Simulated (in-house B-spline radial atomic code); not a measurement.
PBE0 excitations of neutral ytterbium

Method: PBE0. Computed with a B-spline radial code for spherical atoms: linear response of the closed shell [Xe] 4f14 6s2 with the functional's adiabatic kernel; scalar-relativistic (spin-free one-electron X2C), finite nucleus, no spin-orbit coupling, no double excitations, S, P, D and F terms only; shells from n = 4 respond. Only terms of natural parity with L up to 3 were computed.

Spin-orbit coupling is strong here, so these LS terms don't match observed levels.

Command:
```bash
python run_td.py task.json out
```
Settings (radii: box in bohr, nucleus in fm):
```
Z                        70
electrons                70
configuration            [Xe] 4f14 6s2
hamiltonian              x2c
method                   pbe0
box_radius               75
rms_radius               5.3108
intervals                76
```

Time taken, with all properties: 2.9 s on 1 thread of Intel(R) Xeon(R) Platinum 8488C (Sapphire Rapids) (shared host).

The lowest states, in the order of their Tamm-Dancoff energies; the method's threshold (minus the highest occupied level) is 4.432 eV. Labels give the largest channel, * marks a mixed state, and oscillator strengths are full-response dipole values. Measured ¹D terms are left out, since they can mix with doubly excited terms. Semilocal kernels can invert the small singlet-triplet splittings of Rydberg terms. Energies in eV:

```tsv
state	full response	Tamm-Dancoff	oscillator strength	measured (J-weighted term)
6s → 6p 3P	?	?	-	?
6s → 5d 3D	2.551	2.642	-	3.092
4f → 5d 3P	2.987	3.056	-	-
6s → 6p 1P	3.093	3.145	1.54	3.108
4f → 5d 3F	3.323	3.353	-	-
6s → 5d 1D	3.353	3.370	-	-
4f → 6p 3D	?	?	-	-
4f → 6p 1D	3.635	3.641	-	-
4f → 5d 1F	3.646	3.652	-	-
6s → 7s 3S	3.750	3.755	-	4.054
```

Question: Where does 4f → 6p 3D lie?

Answer: At 3.547 eV in full response, 3.552 eV in Tamm-Dancoff.

Question: Where does 6s → 6p 3P lie?

Answer: At 1.965 eV in full response, 2.093 eV in Tamm-Dancoff; measured 2.339 eV.

Question: How large is the singlet-triplet splitting of 6s → 6p (P terms) in Tamm-Dancoff?

Answer: 1.05 eV, from the unrounded values.

Question: What polarisabilities and dispersion coefficient does the method give?

Answer: Dipole 148 bohr³, quadrupole 2961 bohr⁵, C6 2129 hartree·bohr⁶ for two such species. Recommended dipole value: 139 ± 6 bohr³ (Schwerdtfeger and Nagle, table of static dipole polarizabilities (2023 update)), which includes relativity and correlation.
